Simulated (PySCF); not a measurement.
## Ionisation energy of Sb by level of theory

Sb [Kr] 4d10 5s2 5p3 (4S) → Sb+ [Kr] 4d10 5s2 5p2 (3P), as a difference of total energies. All numbers are calculated (PySCF 2.14, scalar relativity through the core potential, in aug-cc-pVTZ-PP with ECP28MDF). Correlated levels: valence: 4s2 4p6 4d10 frozen. The calculations carry no spin-orbit coupling.

| method | ionisation energy (eV) |
| --- | --- |
| UHF | 8.583 |
| MP2 (valence) | 9.001 |
| SCS-MP2 (valence) | 8.875 |
| CCSD (valence) | 8.983 |
| CCSD(T) (valence) | 9.015 |

How much does correlation contribute at CCSD(T) (valence)?

9.015 − (8.583) = 0.432 eV, measured against UHF.

Errors of the correlated levels include the incompleteness of this basis and the frozen core.

For comparison: 9.124 eV (measured; NIST levels, between the centres of gravity of the two terms).
